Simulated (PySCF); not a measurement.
GeH₇NSi₂, SMILES [NH]1[SiH2][SiH2][GeH2]1.

Geometry: PBE0-D3(BJ)/def2-SVP. This is a generated structure with no PubChem entry under its InChIKey; it may be hypothetical.

Two levels are set side by side: PBE/def2-TZVP (PySCF) and B3LYP/def2-TZVP (PySCF). Same geometry, gas phase. Differences are taken from unrounded values.

| quantity | B3LYP |
|---|---|
| orbital gap (eV) | 6.16 |
| highest occupied level (eV) | -6.95 |
| lowest empty level (eV) | -0.79 |
| dipole moment (D) | 0.54 |
| mean polarisability (bohr³) | 94.4 |

Question: What does PBE give, and how far is it from B3LYP? (An estimate is asked for; the answer gives what the named calculation found.)

Answer: 
| quantity | PBE | PBE minus B3LYP |
|---|---|---|
| orbital gap (eV) | 4.49 | -1.68 |
| highest occupied level (eV) | -5.89 | 1.06 |
| lowest empty level (eV) | -1.40 | -0.61 |
| dipole moment (D) | 0.67 | 0.13 |
| mean polarisability (bohr³) | 97.1 | 2.7 |

Without exact exchange PBE keeps part of each electron's self-repulsion, which lifts occupied levels and narrows the gap. Differences between two approximate levels are no errors against the true value.

Rough cost on one machine, each run with all the roots and properties that it gave: B3LYP against PBE within a factor of 2.
